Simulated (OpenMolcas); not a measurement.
Nb4+ (d1) in a complex was computed by CASSCF with the d shell active (OpenMolcas, ANO-RCC-VDZP on the metal). Its lowest spin-free states, and all those of the highest spin:

| 2S+1 | Degeneracy | E (cm-1) |
| --- | --- | --- |
| 2 | 1 | 0.0 |
| 2 | 2 | 3459 |
| 2 | 2 | 22764 |

Is the site octahedral, tetrahedral or cube-like, axial, or of lower symmetry?

The states with 2S+1 = 2 have orbital degeneracies 1, 2, 2. There are pairs but no triples, so the site is axial: not cubic, but with a proper or improper axis of order three or more. The run had Nb4+ with 6 ligands (fluoride) in trigonal prismatic coordination (D3h) at 1.99 Å, a polar angle of 49.6° against the regular 49.1°. A charge of +0.333 e stands 2.4 Å behind each ligand. Ligand basis ANO-RCC-VDZP.

The least metal-like active orbital is 79 % on the metal (Löwdin) and no ligand orbital is active, so the numbers are rough. With metal d orbitals alone the field can be off either way by tens of per cent. Ligand-to-metal charge-transfer states are missing. No measured value stands beside these numbers; the geometry was imposed, not optimised, and the real ion may take another.
